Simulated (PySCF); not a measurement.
hafnium atom (Hf), triplet (core potentials on Hf); HF/def2-TZVP (PySCF).

Here is a job for PySCF.
```python
from pyscf import gto, scf

mol = gto.Mole()
mol.atom = '''
    Hf    0.000000    0.000000    0.000000
'''
mol.basis = 'def2-tzvp'
mol.ecp = {'Hf': 'def2-tzvp'}
mol.charge = 0
mol.spin = 2
mol.verbose = 4
mol.build()

mf = scf.UHF(mol)
mf.kernel()
mf.analyze()
```

The log (banner, timings and long lists left out):

```
PySCF version 2.14.0

[INPUT] verbose = 4
[INPUT] num. atoms = 1
[INPUT] num. electrons = 12
[INPUT] charge = 0
[INPUT] spin (= nelec alpha-beta = 2S) = 2
[INPUT] symmetry False subgroup None
[INPUT] Mole.unit = angstrom
[INPUT] Symbol           X                Y                Z      unit          X                Y                Z       unit  Magmom
[INPUT]  1 Hf     0.000000000000   0.000000000000   0.000000000000 AA    0.000000000000   0.000000000000   0.000000000000 Bohr   0.0

nuclear repulsion = 0
number of shells = 14
number of NR pGTOs = 62
number of NR cGTOs = 40
basis = def2-tzvp
ecp = {'Hf': 'def2-tzvp'}

******** <class 'pyscf.scf.uhf.UHF'> ********
method = UHF
initial guess = minao
damping factor = 0
level_shift factor = 0
DIIS = <class 'pyscf.scf.diis.CDIIS'>
diis_start_cycle = 1
diis_space = 8
diis_damp = 0
SCF conv_tol = 1e-09
SCF conv_tol_grad = None
SCF max_cycles = 50
direct_scf = True
direct_scf_tol = 1e-13
number electrons alpha = 7  beta = 5
Set gradient conv threshold to 3.16228e-05
init E= -29.8576116307069

cycle= 1 E= -47.3474986459547  delta_E= -17.5  |g|= 0.476  |ddm|= 2.83
cycle= 2 E= -47.3645824291758  delta_E= -0.0171  |g|= 0.0349  |ddm|= 0.577
cycle= 3 E= -47.3670561416263  delta_E= -0.00247  |g|= 0.016  |ddm|= 0.204
cycle= 4 E= -47.3677703676841  delta_E= -0.000714  |g|= 0.005  |ddm|= 0.139
cycle= 5 E= -47.3678665313016  delta_E= -9.62e-05  |g|= 0.0009  |ddm|= 0.0616
cycle= 6 E= -47.3678695701743  delta_E= -3.04e-06  |g|= 0.000319  |ddm|= 0.0121
cycle= 7 E= -47.3678701931307  delta_E= -6.23e-07  |g|= 0.000211  |ddm|= 0.00434
cycle= 8 E= -47.367870542282  delta_E= -3.49e-07  |g|= 0.000178  |ddm|= 0.00125
cycle= 9 E= -47.3678710566026  delta_E= -5.14e-07  |g|= 0.000136  |ddm|= 0.00138
cycle= 10 E= -47.3678716282732  delta_E= -5.72e-07  |g|= 8.08e-05  |ddm|= 0.00256
cycle= 11 E= -47.3678717575956  delta_E= -1.29e-07  |g|= 5.78e-05  |ddm|= 0.000967
cycle= 12 E= -47.3678718645996  delta_E= -1.07e-07  |g|= 5.25e-06  |ddm|= 0.00182
cycle= 13 E= -47.3678718650138  delta_E= -4.14e-10  |g|= 1.26e-06  |ddm|= 0.000117
Extra cycle  E= -47.3678718650191  delta_E= -5.27e-12  |g|= 7.72e-07  |ddm|= 3.72e-06
converged SCF energy = -47.3678718650191  <S^2> = 2.0143118  2S+1 = 3.0095261
**** SCF Summaries ****
Total Energy =                         -47.367871865019062
Nuclear Repulsion Energy =               0.000000000000000
One-electron Energy =                  -78.815444384341603
Two-electron Energy =                   31.447572519322541
Two-electron Coulomb Energy =           36.770710996063727
DFT Exchange-Correlation Energy =       -5.323138476741185
**** MO energy ****
                             alpha | beta                alpha | beta
MO #1   energy= -2.88689697619695  | -2.82899594126207  occ= 1 | 1
MO #2   energy= -1.57891837510292  | -1.48644063538527  occ= 1 | 1
MO #3   energy= -1.57891810583212  | -1.48644057533383  occ= 1 | 1
MO #4   energy= -1.57891798149387  | -1.48644049868106  occ= 1 | 1
MO #5   energy= -0.268438989064027 | -0.213347537807338 occ= 1 | 1
MO #6   energy= -0.268438749663186 | 0.0795205871652993 occ= 1 | 0
MO #7   energy= -0.258105439201052 | 0.0795207295208864 occ= 1 | 0
MO #8   energy= 0.0594616757919259 | 0.0795208081469293 occ= 0 | 0
MO #9   energy= 0.0594618026365166 | 0.117197390888767  occ= 0 | 0
MO #10  energy= 0.0594618866404482 | 0.117197466617975  occ= 0 | 0
MO #11  energy= 0.095998192091738  | 0.117197523762453  occ= 0 | 0
MO #12  energy= 0.0959982482515132 | 0.130866677210142  occ= 0 | 0
MO #13  energy= 0.0959983493755221 | 0.130866709639859  occ= 0 | 0
MO #14  energy= 0.159052989269676  | 0.179145734948627  occ= 0 | 0
MO #15  energy= 0.255949424814637  | 0.319055117536431  occ= 0 | 0

spin_pop of  0 Hf 5s        0.00068
spin_pop of  0 Hf 6s        0.01605
spin_pop of  0 Hf 7s       -0.01142
spin_pop of  0 Hf 8s       -0.00223
spin_pop of  0 Hf 9s       -0.00416
spin_pop of  0 Hf 10s        0.00108
spin_pop of  0 Hf 5px      -0.00002
spin_pop of  0 Hf 5py      -0.00002
spin_pop of  0 Hf 5pz      -0.00002
spin_pop of  0 Hf 6px      -0.00854
spin_pop of  0 Hf 6py      -0.00854
spin_pop of  0 Hf 6pz      -0.00854
spin_pop of  0 Hf 7px       0.00680
spin_pop of  0 Hf 7py       0.00680
spin_pop of  0 Hf 7pz       0.00680
spin_pop of  0 Hf 8px       0.00129
spin_pop of  0 Hf 8py       0.00129
spin_pop of  0 Hf 8pz       0.00129
spin_pop of  0 Hf 5dxy      0.39825
spin_pop of  0 Hf 5dyz      0.00012
spin_pop of  0 Hf 5dz^2     0.00022
spin_pop of  0 Hf 5dxz      0.33601
spin_pop of  0 Hf 5dx2-y2    0.00005
spin_pop of  0 Hf 6dxy      0.00793
spin_pop of  0 Hf 6dyz      0.00000
spin_pop of  0 Hf 6dz^2     0.00000
spin_pop of  0 Hf 6dxz      0.59984
spin_pop of  0 Hf 6dx2-y2    0.00010
spin_pop of  0 Hf 7dxy      0.59348
spin_pop of  0 Hf 7dyz      0.00018
spin_pop of  0 Hf 7dz^2     0.00033
spin_pop of  0 Hf 7dxz      0.06348
spin_pop of  0 Hf 7dx2-y2    0.00001
spin_pop of  0 Hf 5f-3      0.00000
spin_pop of  0 Hf 5f-2      0.00018
spin_pop of  0 Hf 5f-1      0.00048
spin_pop of  0 Hf 5f+0      0.00018
spin_pop of  0 Hf 5f+1      0.00000
spin_pop of  0 Hf 5f+2      0.00030
spin_pop of  0 Hf 5f+3      0.00030
In total             7.00000 | 5.00000
Dipole moment(X, Y, Z, Debye): -0.00000,  0.00000,  0.00000
```
